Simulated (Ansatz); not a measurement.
NbSeCl3, relaxed as a singlet with RKS PBE0-D4/def2-SVP in Ansatz, starting from the GFN2-xTB geometry. Force threshold 0.02 eV/Å.

In the def2 sets Nb takes a core potential; there is no spin–orbit coupling. The restricted singlet is unstable towards broken spin symmetry in Hartree–Fock (as tested in another run); at PBE0-D4/def2-SVP this wasn't settled. The relaxation made no stability test and no search for a lower SCF solution.

Start:

```xyz
5

Nb   -0.0017   -0.0020   -0.0038
Se    0.8248    0.9760    1.8879
Cl    1.0052    0.8073   -1.7723
Cl   -2.1502    0.3856   -0.1757
Cl    0.3219   -2.1669    0.0639
```

```
        step   energy (eV)  largest force component (eV/Å)  SCF passes
           1  -104434.9168                           1.994          15
           2  -104435.1175                           0.412          21
           3  -104435.1247                           0.030          21
4 (rejected)  -104435.1245                           0.058          23
           5  -104435.1249                           0.005          15
```

Force components are those of the run's own axes.

End:

```xyz
5

Nb   -0.010   -0.011   -0.022
Se    0.805    0.953    1.843
Cl    1.077    0.873   -1.807
Cl   -2.233    0.431   -0.133
Cl    0.360   -2.246    0.119
```

By distances, no bond broke or formed. The bond that changes most is Nb1–Cl4, from 2.19 to 2.27 Å (atoms count from 1).

No frequencies were taken in this run, so the end may be a saddle point.

It took 9.5 s on 4 threads of Arm Neoverse V2 on a shared host.
